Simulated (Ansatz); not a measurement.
Geometry optimisation, RKS r2SCAN-D4/def2-SVP in Ansatz 0.2.0.

The input (input.yaml):

```yaml
crystal:
  periodic: [false, false, false]
  atoms:
    - { symbol: In, position_ang: [0.0, 0.0, 0.0] }
    - { symbol: Cl, position_ang: [0.0, 0.0, 2.79] }
    - { symbol: O, position_ang: [1.7233, 0.0, -0.995] }
    - { symbol: H, position_ang: [2.0232, -0.9519, -1.1499] }
    - { symbol: O, position_ang: [-1.7233, 0.0, -0.995] }
    - { symbol: H, position_ang: [-2.233, -0.8467, -0.7865] }
    - { symbol: O, position_ang: [0.1026, 2.1707, 0.7221] }
    - { symbol: H, position_ang: [0.5013, 2.199, 1.6497] }
    - { symbol: H, position_ang: [0.0722, 1.5264, 1.9541] }
basis:
  gaussian: { orbitals: def2-SVP }
hamiltonian:
  xc: r2scan
  dispersion: d4
relax:
  f_tol: 0.15
  max_steps: 25
  restrain:
    - { distance: [0, 6], at: 3.19, k: 30.0 }
    - { distance: [8, 1], at: 2.57, k: 30.0 }
    - { distance: [0, 1], at: 2.44, k: 30.0 }
    - { distance: [8, 6], at: 1.01, k: 30.0 }
```

Run as:

```bash
$ ansatz run input.yaml --threads 4 --pin off --max-ram 5120MiB --backend cpu --events-out ev --progress --plain --runs-dir out
```

Where does it end, and by what steps?

It converged. The restraints hold the end off the free minimum; the threshold counts their pulls, which the force column leaves out. Restrained pairs: In1–O7 (2.29 → 3.17 Å), Cl2–H9 (1.74 → 2.57 Å), In1–Cl2 (2.79 → 2.43 Å), O7–H9 (1.39 → 0.99 Å). After 13 steps the energy has fallen by 3.305 eV (the restraints' own energy left out); Cl2 moved furthest, 0.96 Å.

| step | energy less start (eV) | largest force component (eV/Å) | accepted |
| --- | --- | --- | --- |
| 0 | 0.0000 | 3.945 | yes |
| 1 | 0.2008 | 5.620 | yes |
| 2 | -0.6825 | 5.163 | yes |
| 3 | -1.9721 | 3.269 | yes |
| 4 | -2.8141 | 2.003 | yes |
| 5 | -2.9761 | 2.014 | yes |
| 6 | -3.1813 | 1.073 | yes |
| 7 | -3.2147 | 0.969 | yes |
| 8 | -3.2660 | 1.003 | yes |
| 9 | -3.2916 | 0.958 | yes |
| 10 | -3.3022 | 0.950 | yes |
| 11 | -3.2723 | 0.808 | no |
| 12 | -3.3003 | 0.741 | no |
| 13 | -3.3046 | 0.923 | yes |

```xyz
9
Properties=species:S:1:pos:R:3
In -0.069 -0.403 -0.207
Cl -0.012 -0.752 2.193
O 1.705 -0.349 -1.098
H 2.393 -0.598 -0.468
O -1.820 -0.406 -1.131
H -2.537 -0.381 -0.478
O -0.043 2.429 1.221
H 0.869 2.747 1.167
H -0.020 1.810 1.990
```

Time of the run: 16 s on 4 threads of Intel(R) Xeon(R) 6975P-C (Granite Rapids), with other jobs on the host, peak memory 0.2 GiB.
